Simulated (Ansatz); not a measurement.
Ansatz (a program for electronic structure) input (CAM-B3LYP/def2-TZVPD):

Ansatz 0.2 input:
```yaml
crystal:
  periodic: [false, false, false]
  atoms:
    - {symbol: C, position_ang: [2.54384328, -0.02186337, -0.33280936]}
    - {symbol: C, position_ang: [1.21355244, 0.72221762, -0.38227315]}
    - {symbol: C, position_ang: [0.00515770, -0.17319967, -0.11718862]}
    - {symbol: C, position_ang: [-1.31750015, 0.57387087, -0.27441969]}
    - {symbol: C, position_ang: [-2.54293315, -0.32000287, -0.11605114]}
    - {symbol: O, position_ang: [0.09676328, -0.80383387, 1.16516243]}
    - {symbol: H, position_ang: [2.58596125, -0.79484291, -1.10385043]}
    - {symbol: H, position_ang: [2.68046608, -0.51076574, 0.63179224]}
    - {symbol: H, position_ang: [3.38242610, 0.65739244, -0.49501466]}
    - {symbol: H, position_ang: [1.08671786, 1.19669990, -1.35999055]}
    - {symbol: H, position_ang: [1.21049679, 1.53575570, 0.35380144]}
    - {symbol: H, position_ang: [0.02418516, -1.01057454, -0.82242639]}
    - {symbol: H, position_ang: [-1.34693866, 1.38586263, 0.46277913]}
    - {symbol: H, position_ang: [-1.33020948, 1.05504211, -1.25700021]}
    - {symbol: H, position_ang: [-2.53934020, -0.81670221, 0.85421913]}
    - {symbol: H, position_ang: [-3.46571417, 0.25601819, -0.20320104]}
    - {symbol: H, position_ang: [-2.55984279, -1.09644206, -0.88457693]}
    - {symbol: H, position_ang: [0.08496510, -0.11290816, 1.83862055]}
basis:
  gaussian:
    orbitals: def2-TZVPD
hamiltonian:
  xc: {name: CAM-B3LYP}
output: {forces: true}
```

End of the output:

```
2.33 GiB of device memory are held for the factors and their scratch space
mean field: 2.67 GiB planned
mean field evaluation 1: about -7416.5870 eV, gradient 7.1e1 eV
mean field evaluation 2: about -7416.9053 eV, gradient 7.2e1 eV
mean field evaluation 4: about -7427.3001 eV, gradient 3.5e0 eV
mean field evaluation 8: about -7427.3206 eV, gradient 4.0e-2 eV
mean field evaluation 16: about -7427.2627 eV, gradient 1.5e-4 eV
mean field -7427.26268828 eV, -272.9468694149 hartree, gradient 1.0e-5 eV, S^2 0.000000; 0 other end points of the search recorded, 0 dependent functions left out
the calculation of the forces begins
reference -7427.26285705 eV, -272.9468756171 hartree; 25, 25 occupied and 308, 308 virtual orbitals, 1666 factors
Total energy: -7427.26285705 eV, -272.9468756171 hartree
Atom 0 at     2.543843    -0.021863    -0.332809 Å, force    -0.089584     0.037439    -0.005228 eV/Å
Atom 1 at     1.213552     0.722218    -0.382273 Å, force    -0.004716    -0.096239     0.044219 eV/Å
Atom 2 at     0.005158    -0.173200    -0.117189 Å, force     0.003216    -0.009254     0.062745 eV/Å
Atom 3 at    -1.317500     0.573871    -0.274420 Å, force     0.019638    -0.094811     0.043182 eV/Å
Atom 4 at    -2.542933    -0.320003    -0.116051 Å, force     0.083839     0.047603    -0.012618 eV/Å
Atom 5 at     0.096763    -0.803834     1.165162 Å, force    -0.020146     0.231207    -0.154753 eV/Å
Atom 6 at     2.585961    -0.794843    -1.103850 Å, force    -0.000571     0.026122     0.023487 eV/Å
Atom 7 at     2.680466    -0.510766     0.631792 Å, force     0.001075     0.015674    -0.028631 eV/Å
Atom 8 at     3.382426     0.657392    -0.495015 Å, force    -0.030485    -0.019739     0.003780 eV/Å
Atom 9 at     1.086718     1.196700    -1.359991 Å, force    -0.001442    -0.024838     0.033104 eV/Å
Atom 10 at     1.210497     1.535756     0.353801 Å, force     0.002944    -0.028881    -0.020929 eV/Å
Atom 11 at     0.024185    -1.010575    -0.822426 Å, force    -0.000736     0.026478     0.019145 eV/Å
Atom 12 at    -1.346939     1.385863     0.462779 Å, force    -0.001320    -0.029131    -0.020747 eV/Å
Atom 13 at    -1.330209     1.055042    -1.257000 Å, force     0.007130    -0.024336     0.032739 eV/Å
Atom 14 at    -2.539340    -0.816702     0.854219 Å, force    -0.005319     0.015299    -0.028359 eV/Å
Atom 15 at    -3.465714     0.256018    -0.203201 Å, force     0.032788    -0.016030     0.001084 eV/Å
Atom 16 at    -2.559843    -1.096442    -0.884577 Å, force    -0.000490     0.026126     0.023483 eV/Å
Atom 17 at     0.084965    -0.112908     1.838621 Å, force     0.004177    -0.082688    -0.015704 eV/Å
Dipole moment:    -0.023227     0.335471    -0.083647 e Å
```
